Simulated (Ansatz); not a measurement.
HIMg (SMILES [MgH][I]) moved off its minimum; all values from Ansatz (an electronic-structure program), cores frozen in correlated methods. Elements past Kr take the def2 small-core potentials, without spin–orbit coupling.
(charge 0, multiplicity 1)
```xyz
3

Mg     0.0008     0.0312    -2.0533
H     -0.0186     0.0504    -3.7047
I     -0.0256     0.0153     0.5511
```

Forces at PBE/def2-TZVPP (eV/Å):

| atom | Fx | Fy | Fz |
|---|---|---|---|
| Mg1 | -0.015 | -0.003 | 0.751 |
| H2 | 0.006 | 0.003 | -0.458 |
| I3 | 0.010 | 0.000 | -0.294 |

Task: Give the forces (eV/Å), the total energy and the dipole at CCSD(T)/def2-TZVPPD.

Result: 
| atom | Fx | Fy | Fz |
|---|---|---|---|
| Mg1 | -0.016 | -0.002 | 0.670 |
| H2 | 0.007 | 0.002 | -0.416 |
| I3 | 0.010 | 0.000 | -0.254 |
Energy -497.1215 hartree, dipole 1.56 D.
